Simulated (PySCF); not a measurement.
Ge(All)(F)3, SMILES C=C[CH2][Ge]([F])([F])[F], singlet, B3LYP/def2-SVP optimised geometry.

```
12

C      0.24     1.56    -1.47
C     -0.52     0.47    -1.31
C     -0.73    -0.24     0.00
Ge     0.07    -2.02     0.00
F     -0.39    -2.97     1.37
F     -0.39    -2.94    -1.39
F      1.80    -2.02     0.00
H      0.77     2.02    -0.63
H      0.35     2.02    -2.45
H     -1.04     0.04    -2.17
H     -0.30     0.31     0.85
H     -1.80    -0.41     0.21
```

Density from B3LYP/def2-TZVP run with PySCF at that geometry.

Minimum of the electron density along straight lines between bonded atoms, close to the bond critical point (lines longer than 1.1 times the sum of covalent radii, or with two minima, are not listed):

| bond | length / Å | ρ at the minimum / e bohr⁻³ | ∇²ρ there / e bohr⁻⁵ | position (fraction from the first atom) |
|---|---|---|---|---|
| C1–C2 | 1.336 | 0.351 | -1.07 | 0.49 |
| C2–C3 | 1.502 | 0.257 | [?] | 0.49 |
| C3–Ge4 | 1.946 | [?] | [?] | 0.52 |
| Ge4–F5 | 1.728 | 0.146 | 0.83 | 0.48 |
| Ge4–F6 | 1.728 | 0.146 | 0.83 | 0.48 |
| Ge4–F7 | 1.726 | 0.147 | 0.83 | 0.48 |
| C1–H8 | 1.095 | 0.278 | -0.97 | 0.65 |
| C1–H9 | 1.093 | 0.280 | -0.98 | 0.65 |
| C2–H10 | 1.096 | 0.280 | -0.98 | 0.65 |
| C3–H11 | 1.101 | 0.273 | -0.92 | 0.65 |
| C3–H12 | 1.103 | 0.271 | -0.91 | 0.65 |

**Question.** Complete the blanks.

**Answer.** 
- C2–C3, ∇²ρ there / e bohr⁻⁵: -0.66
- C3–Ge4, ρ at the minimum / e bohr⁻³: 0.133
- C3–Ge4, ∇²ρ there / e bohr⁻⁵: 0.02
